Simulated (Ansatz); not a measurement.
Consider the substitution at a C–B bond: `N=CB(O)Cl` + `OCS` → `N=CSCO` + `OBCl`.

Calculated with Ansatz (gas phase, PBE0-D4/def2-TZVP geometries, no zero-point term in ΔE). CBS: MP2 limit from def2 TZ/QZ plus the TZ coupled-cluster correction, frozen cores. This one scheme is used for every species. Functionals use def2-TZVPP. Each species was taken in one conformer, which may not be the lowest.

| level | ΔE (kcal/mol) | difference from CCSD(T)/CBS |
| --- | --- | --- |
| revPBE-D4 | -3.3 | -3.9 |
| BLYP-D4 | -2.6 | -3.2 |
| r2SCAN-D4 | -2.7 | -3.3 |
| r2SCANh-D4 | -2.1 | -2.7 |
| CAM-B3LYP-D4 | 0.3 | -0.3 |
| ωB97X-V | 0.3 | -0.3 |
| PBE | -2.7 | -3.3 |
| PBE0 | -0.8 | -1.4 |
| r2SCANh | -2.0 | -2.6 |
| r2SCAN0 | -1.1 | -1.7 |
| BHLYP | 1.2 | 0.6 |
| LC-ωPBE | 0.9 | 0.3 |
| RPA@PBE/def2-TZVPP | 1.4 | 0.8 |
| CCSD/def2-TZVPP | 1.9 | 1.3 |
| SCS-MP2/def2-QZVPP | 0.3 | -0.3 |
| MP2/CBS(def2) | -0.9 | -1.5 |
| CCSD(T)/CBS | 0.6 | 0 |

Largest T1 diagnostic among the species: 0.014.

From r2SCAN to r2SCAN0 (25 % exact exchange), in def2-TZVPP and without D4, ΔE moves by +1.5 kcal/mol. In def2-TZVPP, CCSD(T) changes the Hartree–Fock value by −2.7 kcal/mol (the triples alone add −1.1 kcal/mol) and MP2 by −4.2 kcal/mol.
